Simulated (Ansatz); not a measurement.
`B[SiH]1CO1` and `O[SiH2][SiH]1CO1` differ in one atom or group.

Ansatz, PBE0-D4/def2-TZVP geometries, multiplicity 1. Each molecule was computed in one conformer, which needn't be the lowest.

```tsv
property	`B[SiH]1CO1`
HOMO–LUMO gap (B3LYP/def2-TZVPP) / eV	4.20
HOMO energy (B3LYP/def2-TZVPP) / eV	-7.23
HOMO energy (ωB97M-V/def2-TZVPP) / eV	-9.55
LUMO energy (PBE0/def2-TZVPP) / eV	-2.84
size of the dipole moment (PBE/def2-TZVPP) / D	1.29
size of the dipole moment (ωB97M-V/def2-TZVPP) / D	1.77
```

Give the same properties after the change, and the shifts. (Estimate.)

The calculation gave: 
```csv
property,`O[SiH2][SiH]1CO1`,shift
HOMO–LUMO gap (B3LYP/def2-TZVPP) / eV,6.07,1.87
HOMO energy (B3LYP/def2-TZVPP) / eV,-7.42,-0.19
HOMO energy (ωB97M-V/def2-TZVPP) / eV,-9.81,-0.26
LUMO energy (PBE0/def2-TZVPP) / eV,-1.16,1.68
size of the dipole moment (PBE/def2-TZVPP) / D,1.39,0.10
size of the dipole moment (ωB97M-V/def2-TZVPP) / D,1.69,-0.08
```

With PBE0 the HOMO falls by 0.20 eV and the LUMO rises by 1.68 eV, so the gap widens by about 1.88 eV. PBE moves the HOMO by -0.05 eV and ωB97M-V by -0.26 eV. Dipoles are sizes alone; their direction can turn.

B3LYP here is the variant with VWN-RPA as its local correlation; programs differ in this.
